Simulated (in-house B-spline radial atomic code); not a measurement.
Inner levels of caesium as electrons are removed. A shift is the extra binding of the orbital against the neutral atom ([Xe] 6s1). The density at the nucleus is averaged over the nuclear charge. Computed with a radial B-spline atomic code at the basis-set limit: Dirac-Hartree-Fock, average of the configuration, finite nuclei.

| ion | configuration | shift of 2s1/2 (eV) | shift of 4p1/2 (eV) | shift of 3d5/2 (eV) | radius of 2s1/2 (bohr) | radius of 4p1/2 (bohr) | radius of 3d5/2 (bohr) | Σ<r²> (bohr²) | change of density at nucleus (bohr⁻³) |
| --- | --- | --- | --- | --- | --- | --- | --- | --- | --- |
| Cs | [Xe] 6s1 | 0 | 0 | 0 | 0.11155 | 0.7216 | 0.27416 | 93.605 | - |
| Cs+ | [Kr] 4d10 5s2 5p6 | ? | ? | ? | ? | ? | ? | ? | ? |
| Cs2+ | [Kr] 4d10 5s2 5p5 | 16.914 | 16.675 | 16.856 | 0.11155 | 0.72205 | 0.27415 | 43.937 | 6.049 |
| Cs3+ | [Kr] 4d10 5s2 5p4 | 29.908 | 29.328 | 29.76 | 0.11155 | 0.72186 | 0.27413 | 37.8 | 18.734 |
| Cs4+ | [Kr] 4d10 5s2 5p3 | 43.881 | 42.844 | 43.613 | 0.11155 | 0.72157 | 0.27411 | 32.488 | 32.614 |
| Cs5+ | [Kr] 4d10 5s2 5p2 | 58.766 | 57.147 | 58.346 | 0.11155 | 0.72116 | 0.27409 | 27.804 | 47.629 |
| Cs6+ | [Kr] 4d10 5s2 5p1 | 74.515 | 72.18 | 73.907 | 0.11155 | 0.72062 | 0.27405 | 23.618 | 63.716 |
| Cs7+ | [Kr] 4d10 5s2 | ? | ? | ? | ? | ? | ? | ? | ? |
| Cs8+ | [Kr] 4d10 5s1 | 109.47 | 105.46 | 108.53 | 0.11155 | 0.71853 | 0.27396 | 16.869 | -40.449 |
| Cs9+ | [Kr] 4d10 | 128.58 | 123.61 | 127.5 | 0.11155 | 0.71699 | 0.2739 | 14.128 | -176.67 |
| Cs10+ | [Kr] 4d9 | 160.64 | 150.01 | 158.4 | 0.11154 | 0.7107 | 0.27407 | 13.02 | -147.11 |
| Cs11+ | [Kr] 4d8 | 194.02 | 177.13 | 190.45 | 0.11154 | 0.70441 | 0.27385 | 11.989 | -115.15 |
| Cs12+ | [Kr] 4d7 | 228.69 | 204.95 | 223.61 | 0.11153 | 0.69813 | 0.2736 | 11.026 | -80.773 |
| Cs13+ | [Kr] 4d6 | 264.64 | 233.46 | 257.87 | 0.11152 | 0.69187 | 0.27331 | 10.124 | -44.026 |
| Cs14+ | [Kr] 4d5 | 301.85 | 262.62 | 293.21 | 0.11151 | 0.68566 | 0.27299 | 9.2756 | -4.93 |
| Cs15+ | [Kr] 4d4 | 340.3 | 292.44 | 329.59 | 0.11151 | 0.67949 | 0.27264 | 8.4768 | 36.499 |
| Cs16+ | [Kr] 4d3 | 379.99 | 322.89 | 367.02 | 0.1115 | 0.67339 | 0.27226 | 7.7226 | 80.268 |
| Cs17+ | [Kr] 4d2 | 420.89 | 353.96 | 405.47 | 0.11148 | 0.66735 | 0.27184 | 7.0093 | 126.34 |
| Cs18+ | [Kr] 4d1 | ? | ? | ? | ? | ? | ? | ? | ? |
| Cs19+ | [Ar] 3d10 4s2 4p6 | 506.33 | 417.97 | 485.39 | 0.11146 | 0.65547 | 0.27092 | 5.6926 | 225.41 |
| Cs20+ | [Ar] 3d10 4s2 4p5 | 551.73 | 452.14 | 527.78 | 0.11144 | 0.64895 | 0.27039 | 5.1219 | 280.42 |
| Cs21+ | [Ar] 3d10 4s2 4p4 | 598.06 | 486.81 | 570.91 | 0.11142 | 0.64295 | 0.26984 | 4.5724 | 337.06 |

(1) Fill in the row of Cs+.

(2) Fill in the row of Cs7+.

(3) Fill in the row of Cs18+.

Results:

(1) shift of 2s1/2 (eV): 4.992; shift of 4p1/2 (eV): 4.9864; shift of 3d5/2 (eV): 4.9948; radius of 2s1/2 (bohr): 0.11155; radius of 4p1/2 (bohr): 0.72156; radius of 3d5/2 (bohr): 0.27416; Σ<r²> (bohr²): 51.223; change of density at nucleus (bohr⁻³): -5.29.

(2) shift of 2s1/2 (eV): 91.088; shift of 4p1/2 (eV): 87.898; shift of 3d5/2 (eV): 90.255; radius of 2s1/2 (bohr): 0.11154; radius of 4p1/2 (bohr): 0.71995; radius of 3d5/2 (bohr): 0.27401; Σ<r²> (bohr²): 19.835; change of density at nucleus (bohr⁻³): 80.877.

(3) shift of 2s1/2 (eV): 463.01; shift of 4p1/2 (eV): 385.66; shift of 3d5/2 (eV): 444.93; radius of 2s1/2 (bohr): 0.11147; radius of 4p1/2 (bohr): 0.66137; radius of 3d5/2 (bohr): 0.2714; Σ<r²> (bohr²): 6.3336; change of density at nucleus (bohr⁻³): 174.72.
